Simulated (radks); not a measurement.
Q: Spherical quantum dot in the effective-mass picture: electrons in a well V = -V0 / (1 + exp((r - R)/a)) with V0 = 24.4, R = 2.14, a = 0.16, all in effective atomic units (hartree* = m*/eps^2 hartree, bohr* = eps/m* bohr), one dielectric constant everywhere. Method: non-relativistic Kohn-Sham, PBEsol, spin-polarised, spherical densities; computed with a radial shooting solver with Libxc functionals. Levels are named by radial order and angular momentum (1s, 1p, 1d, 2s, ...), and open shells are averaged over m. At N = 28 the configuration is 1s2 1p6 1d10 2s(up 1, down 0) 1f(up 7, down 2). Does electron 29 go into 1g up or 1f down or 2s down?

A: Into 1f down. The total energies of the other choices lie higher by 0.247 hartree* (2s down), 1.58 hartree* (1g up). A rearrangement to 1s2 1p6 1d10 1f(up 7, down 4) is lower still, by 0.0165 hartree*.
